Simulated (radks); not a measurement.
All-electron atom: the chromium ion Cr5+ in [Ar] 3d1. Method: Dirac Kohn-Sham, BLYP, spin-unpolarised, spherical densities, finite nucleus; open shells fill j = l - 1/2 first; Fermi nuclear charge, rms radius 3.6452 fm; computed with a radial shooting solver on a logarithmic mesh with Libxc functionals.

Radial electron density D(r) = 4 pi r^2 rho(r):

```
   r/bohr * D(r) (the largest magnitude, 31.6, reaches the edge; | marks zero)
   0.0035 | *
 0.004521 |   *
 0.005839 |     *
 0.007543 |        *
 0.009666 |            *
  0.01249 |                 *
  0.01613 |                         *
  0.02083 |                                 *
  0.02691 |                                         *
  0.03477 |                                               *
  0.04491 |                                                 *
  0.05801 |                                              *
  0.07494 |                                         *
   0.0968 |                                      *
    0.124 |                                         *
   0.1602 |                                                 *
    0.207 |                                                      *
   0.2674 |                                              *
   0.3454 |                             *
   0.4461 |                 *
   0.5763 |                 *
   0.7444 |                    *
   0.9616 |                *
    1.242 |       *
    1.605 | *
    2.056 *
    2.656 *
    3.431 *
```

D(r) has 3 maxima, at r = 0.0442, 0.202, 0.750 bohr, and minima at 0.0976, 0.499 bohr, inside which lie 2.12, 10.46 electrons.
